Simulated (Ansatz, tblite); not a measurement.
Forces on the cluster Mg₂F₂⁺ at its r2SCAN-D4/def2-TZVP geometry. Charge 1, multiplicity 2.

The xTB rows come from tblite. The structure comes from a short search, and lower isomers may exist.

GFN1-xTB (tblite), largest force 0.20 eV/Å:

```xyz
4
positions Å, forces eV/Å
Mg   -0.637    1.024   -0.760    0.061   -0.098    0.073
Mg    0.637   -1.024    0.760   -0.061    0.098   -0.073
F    -1.104   -0.353    0.449    0.176    0.056   -0.072
F     1.104    0.353   -0.449   -0.176   -0.056    0.072
```

GFN2-xTB (tblite), largest force 0.13 eV/Å:

```
Mg -0.044 0.070 -0.052
Mg 0.044 -0.071 0.052
F 0.112 0.036 -0.046
F -0.112 -0.036 0.046
```

PBE-D4/def2-TZVP (Ansatz), largest force 0.41 eV/Å:

```
Mg -0.145 0.233 -0.173
Mg 0.145 -0.233 0.173
F -0.361 -0.115 0.146
F 0.360 0.115 -0.147
```
